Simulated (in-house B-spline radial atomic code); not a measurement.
A radial electron density 4πr²n(r) was computed for an atom or ion in its tabulated ground configuration with a B-spline radial code for spherical atoms; method: non-relativistic Hartree-Fock, average of configuration. Columns: r (bohr), 4πr²n(r) (electrons per bohr), bar.

```
 0.00276   0.5269 #
  0.0033   0.7364 #
 0.00394    1.022 ##
  0.0047    1.409 ##
 0.00561    1.932 ###
  0.0067    2.632 ####
   0.008    3.554 ######
 0.00956    4.754 ########
  0.0114    6.259 ##########
  0.0136    8.124 ##############
  0.0163    10.43 #################
  0.0194    12.98 ######################
  0.0232    15.85 ##########################
  0.0277    18.75 ###############################
  0.0331    21.44 ####################################
  0.0395    23.52 #######################################
  0.0472    24.65 #########################################
  0.0563    24.56 #########################################
  0.0672    23.28 #######################################
  0.0803    21.22 ###################################
  0.0959    19.21 ################################
   0.114    18.26 ###############################
   0.137    19.07 ################################
   0.163    21.49 ####################################
   0.195    24.55 #########################################
   0.233    26.33 ############################################
   0.278    25.28 ##########################################
   0.332    21.05 ###################################
   0.396    15.08 #########################
   0.473    9.683 ################
   0.565    6.908 ############
   0.675    6.945 ############
   0.806    8.191 ##############
   0.962     8.66 ##############
    1.15     7.45 ############
    1.37    5.136 #########
    1.64    2.739 #####
    1.96    1.121 ##
    2.34   0.3416 #
    2.79  0.07442 
    3.33  0.01071 
    3.98 0.0009322
```

Q: Which atom or ion is it?
A. Ti3+
B. Sc2+
C. K3+
D. Sc3+

A: D. The area under the curve, ∫4πr²n dr = ∫r·4πr²n d(ln r) on this logarithmic grid, is 18 electrons, which only this option has. The configuration is [Ne] 3s2 3p6.
